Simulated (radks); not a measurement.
All-electron calculation, scalar-relativistic Kohn-Sham, PBE, spin-polarised, spherical densities, point nucleus; open shells are filled with parallel spins first. Program: a radial shooting solver on a logarithmic mesh with Libxc functionals. Each species is in its NIST ground configuration. Rank Cu4+, V4+, Mn4+, Co4+, Fe4+, Cr4+, Zn4+, Sc4+, Ti4+, Ni4+ by mean radius of the outermost orbital (bohr), largest first.

Answer. Sc4+ 1.09, V4+ 1.08, Ti4+ 1.03, Cr4+ 1.02, Mn4+ 0.961, Fe4+ 0.913, Co4+ 0.869, Ni4+ 0.853, Cu4+ 0.814, Zn4+ 0.778.
